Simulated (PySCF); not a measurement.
## Electron correlation in Pd (palladium, neutral)

[Kr] 4d9 5p1, one real determinant (an excited configuration). Computed with PySCF 2.14 in x2c-TZVPPall (8s6p6d2f1g, 79 functions), with the spin-free X2C one-electron Hamiltonian (Gaussian nucleus). Frozen: [Ar] 3d10; 18 electrons correlated.

| level | correlation energy (mhartree) |
| --- | --- |
| CCSD | -568.57 |
| (T) | -16.43 |
| CCSD(T) | -585.00 |

Diagnostics: T1 = 0.013, D1 = 0.0666, largest double amplitude 0.028.

The real determinant used has ⟨L²⟩ near 8 against 12 for a pure F term, so it mixes terms.

Cost of the coupled-cluster step: about 50 core-seconds, for 18 correlated electrons.

Iterations:

```
CC2 = 0
CCSD nocc = (np.int64(10), np.int64(8)), nmo = (65, 65)
frozen orbitals [[0, 1, 2, 3, 4, 5, 6, 7, 8, 9, 10, 11, 12, 13], [0, 1, 2, 3, 4, 5, 6, 7, 8, 9, 10, 11, 12, 13]]
max_cycle = 100
direct = 0
conv_tol = 1e-08
conv_tol_normt = 1e-06
diis_space = 8
diis_start_cycle = 0
Init t2, MP2 energy = -0.588212036456011
Init E_corr(UCCSD) = -0.588212036461881
cycle = 1  E_corr(UCCSD) = -0.555414713680588  dE = 0.0327973228  norm(t1,t2) = 0.0738666
cycle = 2  E_corr(UCCSD) = -0.568564328290589  dE = -0.0131496146  norm(t1,t2) = 0.0255647
cycle = 3  E_corr(UCCSD) = -0.567572079919226  dE = 0.000992248371  norm(t1,t2) = 0.0145005
cycle = 4  E_corr(UCCSD) = -0.5683782093726  dE = -0.000806129453  norm(t1,t2) = 0.00788944
cycle = 5  E_corr(UCCSD) = -0.568635900361059  dE = -0.000257690988  norm(t1,t2) = 0.0024001
cycle = 6  E_corr(UCCSD) = -0.568504186191328  dE = 0.00013171417  norm(t1,t2) = 0.0016316
cycle = 7  E_corr(UCCSD) = -0.568529007239366  dE = -2.4821048e-05  norm(t1,t2) = 0.000906615
cycle = 8  E_corr(UCCSD) = -0.568594247366973  dE = -6.52401276e-05  norm(t1,t2) = 0.000451004
cycle = 9  E_corr(UCCSD) = -0.568571834001375  dE = 2.24133656e-05  norm(t1,t2) = 0.000222809
cycle = 10  E_corr(UCCSD) = -0.568564357649572  dE = 7.4763518e-06  norm(t1,t2) = 8.97008e-05
cycle = 11  E_corr(UCCSD) = -0.56856899656091  dE = -4.63891134e-06  norm(t1,t2) = 5.27485e-05
cycle = 12  E_corr(UCCSD) = -0.568568854601293  dE = 1.41959617e-07  norm(t1,t2) = 5.48049e-05
cycle = 13  E_corr(UCCSD) = -0.568567583615479  dE = 1.27098581e-06  norm(t1,t2) = 7.4906e-05
cycle = 14  E_corr(UCCSD) = -0.568568503004299  dE = -9.1938882e-07  norm(t1,t2) = 1.95554e-05
cycle = 15  E_corr(UCCSD) = -0.568568327211896  dE = 1.75792403e-07  norm(t1,t2) = 8.7712e-06
cycle = 16  E_corr(UCCSD) = -0.568568365364862  dE = -3.81529665e-08  norm(t1,t2) = 4.55661e-06
cycle = 17  E_corr(UCCSD) = -0.568568443673757  dE = -7.83088948e-08  norm(t1,t2) = 2.08972e-06
cycle = 18  E_corr(UCCSD) = -0.568568436546404  dE = 7.12735237e-09  norm(t1,t2) = 9.32259e-07
UCCSD converged
E(UCCSD) = -5043.204137853859  E_corr = -0.5685684365464044
UCCSD(T) correction = -0.0164349046160835
```

The basis was made for the ground configuration and has no added diffuse functions, which can raise the energy of the promoted electron.

The reference is one real determinant that mixes LS terms of this configuration.

This basis was not built for core-valence correlation, so the inner-shell part is incomplete.
